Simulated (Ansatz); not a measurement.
Molecule: sum formula H4SiNO (charge 0, doublet). It need not be the lowest isomer of its formula. 
Structure (B3LYP-D3(BJ)/def2-TZVP (Ansatz, a quantum-chemistry and plane-wave program) minimum search):
SMILES: N[SiH2][O]
```xyz
7

N      1.4594     0.0991    -0.1778
Si    -0.2381     0.1100    -0.3196
O     -1.1924    -0.3708     0.9490
H      1.9622     0.9023     0.1641
H      1.9871    -0.7506    -0.0554
H     -0.6255     1.4944    -0.6717
H     -0.6673    -0.9138    -1.3103
```
Charge 0, spin multiplicity 2.

Property: atomisation energy (electronic, to ground-state atoms), in kJ/mol. Cores are frozen in the correlated levels unless marked. UHF or UKS for open shells. Spin-orbit coupling is left out. Non-relativistic. The coupled-cluster limit lacks core correlation, which all-electron functionals hold. CBS(X,Y): correlation extrapolated as X^-3; Hartree-Fock from the larger set.

```csv
level,program,atomisation energy (kJ/mol),minus last row
HSE06-D4/def2-TZVPD,Ansatz + dftd4,2225.8,-25.0
"MP2/CBS(def2-TZVPP,def2-QZVPP)",Ansatz,2258.7,7.9
RI-MP2/def2-QZVPP,Ansatz,2229.5,-21.3
SCS-MP2/cc-pV(T+d)Z,Ansatz,2198.5,-52.3
CCSD/def2-SVP,Ansatz,2017.7,-233.1
CCSD(T)/6-31G,Ansatz,1672.9,-577.9
"CCSD(T)/CBS(cc-pV(T+d)Z,cc-pV(Q+d)Z)",Ansatz,2250.8,0.0
```
